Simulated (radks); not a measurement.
Initial-state core-level shifts of neutral dysprosium when its valence configuration changes from [Xe] 4f10 6s2. Calculated with a radial shooting solver on a logarithmic mesh with Libxc functionals: Dirac Kohn-Sham, BLYP, spin-unpolarised, spherical densities, finite nucleus; open shells fill j = l - 1/2 first; Fermi nuclear charge, rms radius 5.2218 fm. Shifts are changes of the shell-averaged eigenvalues in eV (positive: less bound); the change of the density at the nucleus, which sets a Mossbauer isomer shift, is in e/bohr^3, on a base of 7.405e+05.

valence                1s       3s       3d       5s  density at nucleus
4f8 5d2 6s2       -13.294  -16.288  -16.072   -7.444              +82.55
4f9 6s2 6p1        -9.291  -10.616  -10.535   -6.936              +55.10
4f10 5d2           +0.904   +0.949   +0.960   +1.223              -56.21
4f9.5 6s2 6p0.5    -4.395   -4.991   -4.955   -3.386              +25.63
4f10 6s1 6p1       -1.268   -1.236   -1.239   -1.298              -24.50
4f8 6s2 6p2       -20.192  -23.292  -23.105  -14.263             +122.54
4f10 6p2           -2.402   -2.342   -2.346   -2.461              -53.84
4f10 6s1.5 6p0.5   -0.655   -0.639   -0.640   -0.671              -11.60
